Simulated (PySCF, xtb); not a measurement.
BrCdH3Si, SMILES [SiH3][Cd][Br].

Harmonic wavenumbers (cm⁻¹) from xtb with GFN2-xTB at its own minimum, in rising order: 42, 48, 168, 283, 390, 399, 760, 786, 798, 2098, 2106, 2206.

Problem. What does PBE-D3(BJ)/def2-SVP run with PySCF 2.14.0 give at its own minimum? (An estimate is asked for; the answer gives what the named calculation found.)

Solution. 65, 65, 220, 317, 445, 445, 808, 903, 903, 2149, 2169, 2169. Paired by order, the mean absolute difference is 54 cm⁻¹ and the zero-point energies are 14.4 and 15.2 kcal/mol.
